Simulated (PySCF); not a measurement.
Sn: excitation energy

Sn [Kr] 4d10 5s2 5p2 (3P) → Sn [Kr] 4d10 5s1 5p3 (5S), as a difference of total energies. Calculation: PySCF 2.14, in x2c-QZVPPall; the spin-free X2C one-electron Hamiltonian (Gaussian nucleus). Correlated levels: valence: [Kr] 4d10 frozen. The calculations carry no spin-orbit coupling.

```tsv
method	excitation energy (eV)	error (eV)
UHF	2.968	-1.639
MP2 (valence)	3.781	-0.826
SCS-MP2 (valence)	4.143	-0.464
CCSD (valence)	3.949	-0.658
CCSD(T) (valence)	3.988	-0.619
```

Reference: 4.607 eV (measured; NIST levels, between the centres of gravity of the two terms).

Errors of the correlated levels include the incompleteness of this basis and the frozen core.
